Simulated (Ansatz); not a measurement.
## N₂ ··· BF₃

The pair of N₂ (SMILES N#N, atoms 1–2) and BF₃ (SMILES FB(F)F, atoms 3–6), both closed shells, in one local arrangement (a lower one may exist), relaxed at PBE0-D4/def2-TZVP:

```xyz
6
angstrom
N -0.0840 0.3176 -2.7934
N -0.0524 0.1958 -1.7119
F -0.8080 0.8673 1.2707
B 0.0337 -0.1270 1.1146
F 1.3257 0.1012 1.1167
F -0.4152 -1.3547 1.0034
```

Ansatz 0.2.0; basis: def2-TZVPPD, with def2-QZVPPD for the basis limit; cores frozen in the correlated methods. B3LYP uses VWN-RPA correlation. Extrapolation: Hartree–Fock as exp(−7.88 √X), correlation as X^−2.97. Interaction energies count from these two fragments, frozen as in the pair, with the counterpoise correction; negative means bound.

(1) What is the interaction energy by CCSD(T) at an estimated basis limit (MP2 extrapolated from triple and quadruple zeta, plus CCSD(T) − MP2 in triple zeta)? (To be estimated.)

(2) Which atoms make the shortest contact between the fragments?

The T1 diagnostic stays at or below 0.014.

Results:

(1) The calculation gives: -7.7 kJ/mol. Hartree–Fock alone gives -1.7 kJ/mol at the basis limit. It counts from the two fragments frozen as in the pair.

The same quantity by other methods in triple zeta, and each one's difference from that estimate:
```csv
method,E_int (kJ/mol),difference
PBE-D4,-7.5,0.2
revPBE-D4,-6.2,1.5
BLYP-D4,-6.4,1.3
r2SCAN-D4,-7.9,-0.2
B97M-V,-8.4,-0.7
PBE0-D4,-7.4,0.3
B3LYP-D4,-7.3,0.4
HSE06-D4,-7.3,0.3
wB97X-V,-7.8,-0.2
wB97M-V,-7.8,-0.2
B2PLYP,-4.8,2.8
HF,-1.7,6.0
MP2,-7.2,0.4
CCSD,-6.3,1.4
CCSD(T),-7.1,0.6
```
Differences are method less estimate.

(2) N2 and B4, 2.85 Å apart.

Basis-set superposition shift (counterpoise-corrected less uncorrected): CCSD(T) 2.6; MP2 2.5; HF 0.4; PBE0-D4 0.4; wB97M-V 0.4 kJ/mol.

For scale, one of the runs: CCSD(T)/def2-TZVPPD, 231 basis functions, launched by `ansatz run in.yaml --threads 4 --pin off --events-out ev --progress --plain --max-ram 9574MiB`. Time: 2.6 min of wall clock on 4 CPU threads of an Arm Neoverse V1; the host was shared. Peak host memory: 4.6 GiB.
